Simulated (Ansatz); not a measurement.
Counterpoise correction, worked out

The pair of K⁺ (SMILES [K+], atom 1) and H$_{2}$O (SMILES O, atoms 2–4), both closed shells, in one local arrangement (a lower one may exist), relaxed at PBE0-D4/def2-TZVP:

```
4
angstrom
K 0.0125 -0.0660 -2.2630
O -0.0021 0.0110 0.3619
H -0.7624 -0.0547 0.9487
H 0.7519 0.1098 0.9523
```

Computed with Ansatz 0.2.0 (basis: def2-TZVPPD); correlated methods freeze the cores. The outer core shell of Li, Na, Mg and K is correlated. The def2 sets are not built for correlating such inner shells, so the correlated values are less sure here.

CCSD(T) total energies in eV:

| system | geometry | basis functions | energy |
| --- | --- | --- | --- |
| pair | pair | all | -18382.33496 |
| K⁺ | as in the pair | all (partner as ghosts) | -16304.27752 |
| H$_{2}$O | as in the pair | all (partner as ghosts) | -2077.34036 |
| K⁺ | as in the pair | its own | -16304.24723 |
| H$_{2}$O | as in the pair | its own | -2077.33565 |
| K⁺ | free (PBE0-D4 minimum) | its own | -16304.24723 |
| H$_{2}$O | free (PBE0-D4 minimum) | its own | -2077.33568 |

Work out the interaction energy with and without the counterpoise correction, the superposition error, and the binding energy from the relaxed fragments.

Without correction: -18382.33496 − (-16304.24723) − (-2077.33565) = -0.75208 eV.
With correction (each fragment in the whole basis): -18382.33496 − (-16304.27752) − (-2077.34036) = -0.71708 eV = -16.54 kcal/mol.
The superposition error is the difference, 0.03500 eV, 5 % of the uncorrected value: each fragment borrows its partner's functions.
Deformation from the free shapes: 0.00000 eV for K⁺ and 0.00003 eV for H$_{2}$O.
Binding energy from relaxed fragments: -0.71708 + 0.00000 + 0.00003 = -0.71705 eV = -16.54 kcal/mol (electronic, without zero-point energy; negative means bound). For comparison, the corrected interaction energy by CCSD(T) at an estimated basis limit (MP2 extrapolated from triple and quadruple zeta, plus CCSD(T) − MP2 in triple zeta) is -0.760 eV; triple zeta with the correction binds less.

No T1 diagnostic of these runs exceeds 0.011.

For scale, one of the runs: CCSD(T)/def2-TZVPPD, 110 basis functions, launched by `ansatz run in.yaml --threads 2 --pin off --events-out ev --progress --plain --max-ram 5222MiB`. Hardware: 2 CPU threads of an AMD EPYC 9R45, shared host. Wall time about 0.9 s.
